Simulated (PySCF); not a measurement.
## Ionisation energy of Bi⁶⁶⁺ by level of theory

Bi⁶⁶⁺ [Ne] 3s2 3p5 (2P) → Bi⁶⁷⁺ [Ne] 3s2 3p4 (3P), as a difference of total energies. Calculation: PySCF 2.14, in an uncontracted even-tempered set (17 s from 20 bohr⁻², ratio 2.5; 12 p from 26 bohr⁻², ratio 2.5; 4 d from 100 bohr⁻², ratio 2.7; 4 f from 150 bohr⁻², ratio 2.7); scalar relativity by spin-free X2C-1e. Correlated levels: outer shells: 1s2 frozen; virtual orbitals above 40 to 60 times the deepest correlated orbital energy dropped. The calculations carry no spin-orbit coupling.

```json
{"method": "UHF", "ionisation energy (eV)": "7908.2"}
{"method": "MP2 (outer shells)", "ionisation energy (eV)": "7909.6"}
{"method": "SCS-MP2 (outer shells)", "ionisation energy (eV)": "7909.5"}
{"method": "CCSD (outer shells)", "ionisation energy (eV)": "7909.5"}
{"method": "CCSD(T) (outer shells)", "ionisation energy (eV)": "7909.5"}
```

Spin-orbit coupling is strong in these open shells (close to jj coupling). The scalar numbers leave it out and a first-order estimate fails, so it can dominate the gap to the real levels.

Breit and QED terms and the two-electron picture change are absent.

For comparison: 7720 ± 40 eV (theoretical estimate listed by NIST; NIST Atomic Spectra Database, ionization energies).
